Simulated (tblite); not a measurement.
Compound: C7H9FSi.
SMILES with atom numbers: `[CH:1]#[C:2][C@@H:3]1[SiH2:4]/[C:5](=[CH:6]/[CH3:7])[C@H:8]1[F:9]` (hydrogens: H10 on C1; H11 on C3; H12, H13 on Si4; H14 on C6; H15, H16, H17 on C7; H18 on C8)

The geometry is computed with GFN2-xTB (gas phase).

Task: List the bond lengths, angles and torsions at this level.

Result: 
```json
{"bond": "C1≡C2", "length (Å)": "1.198", "order": "triple"}
{"bond": "C2–C3", "length (Å)": "1.434", "order": "single"}
{"bond": "C3–Si4", "length (Å)": "1.936", "order": "single"}
{"bond": "Si4–C5", "length (Å)": "1.887", "order": "single"}
{"bond": "C5=C6", "length (Å)": "1.327", "order": "double"}
{"bond": "C6–C7", "length (Å)": "1.491", "order": "single"}
{"bond": "C5–C8", "length (Å)": "1.515", "order": "single"}
{"bond": "C8–F9", "length (Å)": "1.381", "order": "single"}
{"bond": "C3–C8", "length (Å)": "1.545", "order": "single"}
{"bond": "C1–H10", "length (Å)": "1.048", "order": "single"}
{"bond": "C3–H11", "length (Å)": "1.093", "order": "single"}
{"bond": "Si4–H12", "length (Å)": "1.461", "order": "single"}
{"bond": "Si4–H13", "length (Å)": "1.461", "order": "single"}
{"bond": "C6–H14", "length (Å)": "1.084", "order": "single"}
{"bond": "C7–H15, C7–H16, C7–H17", "length (Å)": "1.089", "order": "single"}
{"bond": "C8–H18", "length (Å)": "1.097", "order": "single"}
```

Bonds in one row agree within 0.01 Å and their mean is given. Orders are formal, as drawn. A selection of angles:
```json
{"angle": "C2–C1–H10", "degrees": "178.5"}
{"angle": "C1–C2–C3", "degrees": "177.6"}
{"angle": "C2–C3–Si4", "degrees": "119.4"}
{"angle": "C2–C3–C8", "degrees": "114.5"}
{"angle": "C2–C3–H11", "degrees": "109.1"}
{"angle": "Si4–C3–C8", "degrees": "91.1"}
{"angle": "Si4–C3–H11", "degrees": "112.3"}
{"angle": "C8–C3–H11", "degrees": "109.2"}
{"angle": "C3–Si4–C5", "degrees": "75.0"}
{"angle": "C3–Si4–H12", "degrees": "114.7"}
{"angle": "C3–Si4–H13", "degrees": "115.4"}
{"angle": "C5–Si4–H12", "degrees": "116.0"}
{"angle": "C5–Si4–H13", "degrees": "118.1"}
{"angle": "H12–Si4–H13", "degrees": "112.7"}
{"angle": "Si4–C5–C6", "degrees": "137.6"}
{"angle": "Si4–C5–C8", "degrees": "94.0"}
{"angle": "C6–C5–C8", "degrees": "128.4"}
{"angle": "C5–C6–C7", "degrees": "125.9"}
{"angle": "C5–C6–H14", "degrees": "118.7"}
{"angle": "C7–C6–H14", "degrees": "115.4"}
{"angle": "C6–C7–H15", "degrees": "109.9"}
{"angle": "C6–C7–H17", "degrees": "111.6"}
{"angle": "H15–C7–H16", "degrees": "107.6"}
{"angle": "H15–C7–H17", "degrees": "109.2"}
{"angle": "C5–C8–F9", "degrees": "114.2"}
{"angle": "C5–C8–H18", "degrees": "112.8"}
{"angle": "F9–C8–H18", "degrees": "106.1"}
{"angle": "C3–C8–C5", "degrees": "99.1"}
{"angle": "C3–C8–F9", "degrees": "112.4"}
{"angle": "C3–C8–H18", "degrees": "112.5"}
```

Torsions: C2–C3–Si4–C5 -126° (anticlinal); C3–Si4–C5–C6 -170° (antiperiplanar); Si4–C5–C6–C7 177° (antiperiplanar); Si4–C5–C8–F9 -128° (anticlinal); C2–C3–C8–C5 131° (anticlinal).

The 6 C–C bonds span 1.198 Å (C1≡C2, drawn triple) to 1.545 Å (C3–C8, drawn single), a spread of 0.347 Å. The C–Si distances run from 1.887 Å (Si4–C5, drawn single) to 1.936 Å (C3–Si4, drawn single), a spread of 0.049 Å. Si4 (SiH2 silicon) has angles from 75.0° to 118.1°. Of the pairs four or more bonds apart, F9···H17 is among the closest relative to their van der Waals radii: 2.48 Å, 93 % of the sum of Bondi's values. The 4-membered ring C3–Si4–C5–C8 has internal angles of 75.0° to 99.1° (sum 359°, against 360° for a flat polygon); it is slightly puckered (a soft mode that the optimisation may not have finished), 0.05 Å rms from its mean plane, widest ring torsion 8°.

Point group: C1 (no symmetry element, even within 0.4 Å). Its GFN2-xTB frequencies are all real (lowest 34 cm⁻¹). One conformer, not necessarily the lowest.
